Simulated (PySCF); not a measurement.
Bond energies at HF/def2-TZVPP beside a composite method

PySCF, lowest determinants of a PBE0 search. The composite is CCSD(T) extrapolated to the basis-set limit from two correlation-consistent sets, with core-valence (CV) and scalar-relativistic (SR) terms as its label shows; it has no spin–orbit coupling and nothing beyond (T).

```json
{"species": "TlH", "state (unpaired electrons)": "singlet (closed shell)", "De HF (eV)": "1.64", "De composite (eV)": "2.61", "composite": "CCSD(T)/CBS(DT)", "dissociates to": "Tl + H"}
{"species": "SeBr", "state (unpaired electrons)": "doublet (π ↑)", "De HF (eV)": "0.90", "De composite (eV)": "2.45", "composite": "CCSD(T)/CBS(TQ)", "dissociates to": "Se + Br"}
{"species": "CdI", "state (unpaired electrons)": "doublet (σ ↑)", "De HF (eV)": "1.07", "De composite (eV)": "1.13", "composite": "CCSD(T)/CBS(DT)", "dissociates to": "Cd + I"}
{"species": "Cl2", "state (unpaired electrons)": "singlet (closed shell)", "De HF (eV)": "0.80", "De composite (eV)": "2.57", "composite": "CCSD(T)/CBS(TQ)+CV+SR", "dissociates to": "Cl + Cl"}
{"species": "LiH", "state (unpaired electrons)": "singlet (closed shell)", "De HF (eV)": "1.46", "De composite (eV)": "2.51", "composite": "CCSD(T)/CBS(TQ)+CV+SR", "dissociates to": "Li + H"}
{"species": "BeN", "state (unpaired electrons)": "quartet (σ ↑, π ↑↑)", "De HF (eV)": "0.98", "De composite (eV)": "1.57", "composite": "CCSD(T)/CBS(TQ)+CV+SR", "dissociates to": "Be + N"}
{"species": "SiH", "state (unpaired electrons)": "doublet (π ↑)", "De HF (eV)": "2.27", "De composite (eV)": "3.20", "composite": "CCSD(T)/CBS(TQ)+CV+SR", "dissociates to": "Si + H"}
{"species": "HgF", "state (unpaired electrons)": "doublet (σ ↑)", "De HF (eV)": "0.29", "De composite (eV)": "1.36", "composite": "CCSD(T)/CBS(DT)", "dissociates to": "Hg + F"}
```

Q: Does HF bind more or less than the composite, by how much on average, and where is the difference largest?

A: HF/def2-TZVPP binds less on average, method and basis taken together: the mean signed difference is -1.00 eV and the mean absolute one 1.00 eV; it is largest for Cl2 (-1.77 eV).

The molecules are drawn from runs that passed checks on state, spin purity and fit, so the hardest cases are missing and the errors look smaller than over all diatomics.

Correlated steps freeze the inner cores (1 to 18 orbitals); shallow outer-core shells are correlated. UHF and ROHF references stand side by side, which adds small steps between rows. Spin–orbit coupling is left out, which matters for elements this heavy, above all for dissociation energies. Where the molecule has an RHF reference, its open-shell atoms are computed with UHF. The CCSD T1 diagnostic is raised in HgF, a sign that a single reference may not be enough there. States were picked by a PBE0 search and need not be the measured ground states.
